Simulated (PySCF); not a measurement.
Trend along the fifth-period p block: MLi cations

PBE0 with double-zeta basis sets in PySCF, for the lowest determinant that a PBE0 search found; no spin–orbit coupling. De refers to high-spin ground-configuration atoms (the charge goes to the atom of lower measured ionisation energy or higher electron affinity, which is not always the lowest computed limit). A positive dipole points towards Li; it is taken about the centre of mass and depends on that origin.

```csv
M,basis,charged atom,state (unpaired electrons),Re (Å),ωe (cm⁻¹),De (eV),μ (D)
In,cc-pVDZ/cc-pVDZ-PP,Li+,doublet (σ ↑),3.224,192,1.38,8.92
Sn,def2-SVP,Li+,"triplet (σ ↑, π ↑)",3.012,209,0.82,9.61
Sb,def2-SVP,Li+,"quartet (σ ↑, π ↑↑)",2.957,200,0.45,10.31
Te,cc-pVDZ/cc-pVDZ-PP,Li+,triplet (π ↑↑),2.794,302,1.05,9.37
I,x2c-SVPall,Li+,doublet (π ↑),2.726,284,0.73,9.72
```

The shortest bond is that of LiI⁺ (2.726 Å), the longest that of LiIn⁺ (3.224 Å). LiIn⁺ is bound most strongly (1.38 eV) and LiSb⁺ least (0.45 eV).

The rows differ in basis set, which adds steps of its own.

The state changes along the series, so neighbouring rows are not always alike in their bonding.

Weak bonds: LiSb⁺. Basis-set superposition, not corrected here, can be much of De in a small basis, most of all at correlated wavefunction levels. Spin–orbit coupling is left out, which matters for elements this heavy, above all for dissociation energies. For an ion De counts to the pair picked by the measured ionisation energies or electron affinities, which need not be the lowest pair at this level. States were picked by a PBE0 search and need not be the measured ground states.
